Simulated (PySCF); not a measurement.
SMILES c1ccc[c]n1 (C5H4N), doublet, PBE0/def2-SVP optimised geometry.

```
10

C     -1.88    -0.07     0.00
N     -1.26    -1.19     0.00
C      0.09    -1.19     0.00
C      0.80     0.00     0.00
C      0.09     1.21     0.00
C     -1.30     1.20     0.00
H      0.59    -2.16     0.00
H      1.89    -0.01     0.00
H      0.63     2.16     0.00
H     -1.89     2.11     0.00
```

Density from unrestricted PBE0/def2-TZVP (PySCF) at that geometry.

Minimum of the electron density along straight lines between bonded atoms, close to the bond critical point (lines longer than 1.1 times the sum of covalent radii, or with two minima, are not listed):

| bond | length / Å | ρ at the minimum / e bohr⁻³ | ∇²ρ there / e bohr⁻⁵ | position (fraction from the first atom) |
|---|---|---|---|---|
| C1–N2 | 1.283 | ___ | -1.01 | 0.35 |
| N2–C3 | 1.340 | 0.337 | -1.05 | 0.63 |
| C3–C4 | 1.391 | 0.320 | -0.94 | 0.51 |
| C4–C5 | 1.399 | 0.313 | -0.91 | 0.50 |
| C1–C6 | 1.391 | 0.312 | -0.89 | 0.51 |
| C5–C6 | 1.395 | 0.313 | -0.90 | 0.50 |
| C3–H7 | 1.095 | 0.284 | -1.02 | 0.65 |
| C4–H8 | 1.092 | 0.280 | -0.98 | 0.65 |
| C5–H9 | 1.094 | 0.280 | -0.99 | 0.65 |
| C6–H10 | 1.092 | 0.281 | -0.99 | 0.65 |

Q: What belongs in the gaps?

A: 
- C1–N2, ρ at the minimum / e bohr⁻³: 0.384
